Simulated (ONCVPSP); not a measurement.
# u(r) = r·R(r): atom against pseudo-atom (Tc)

Columns: radius, all-electron u(r) and pseudo u(r) of the 4d shell (level -6.66 eV) of technetium in the configuration [Ar] 3d10 4s2 4p6 4d5 5s2; Wu-Cohen, scalar-relativistic, ONCV scheme, ONCVPSP 4.0.1.

| r (bohr) | all-electron | pseudo |
| --- | --- | --- |
| 0.090 | -0.1234 | 0.0017 |
| 0.180 | -0.3286 | 0.0135 |
| 0.270 | -0.3821 | 0.0435 |
| 0.360 | -0.2887 | 0.0969 |
| 0.450 | -0.1163 | 0.1739 |
| 0.540 | 0.0796 | 0.2698 |
| 0.630 | 0.2663 | 0.3766 |
| 0.720 | 0.4276 | 0.4848 |
| 0.810 | 0.5578 | 0.5862 |
| 0.900 | 0.6565 | 0.6735 |
| 0.990 | 0.7263 | 0.7411 |
| 1.080 | 0.7712 | 0.7857 |
| 1.170 | 0.7956 | 0.8076 |
| 1.260 | 0.8039 | 0.8113 |
| 1.350 | 0.7998 | 0.8028 |
| 1.440 | 0.7864 | 0.7870 |
| 1.530 | 0.7663 | 0.7662 |
| 1.620 | 0.7414 | 0.7414 |
| 1.710 | 0.7135 | 0.7134 |
| 1.800 | 0.6835 | 0.6835 |
| 1.890 | 0.6526 | 0.6525 |
| 1.980 | 0.6213 | 0.6212 |
| 2.070 | 0.5901 | 0.5901 |
| 2.160 | 0.5596 | 0.5595 |
| 2.250 | 0.5298 | 0.5298 |
| 2.340 | 0.5011 | 0.5010 |

How many radial nodes do the two functions have?

The all-electron 4d function has n − l − 1 = 1; the pseudo-wave has 0, since the states of the same l below it are removed with the core.

At about which radius was the pseudo-wave matched?

1.60 bohr, where the columns begin to agree (steps of 0.09 bohr).

Is the pseudo-wave norm-conserving?

Yes: the ONCV scheme keeps the norm inside the radius equal to the all-electron one, which fixes the energy derivative of the logarithmic derivative at the level.
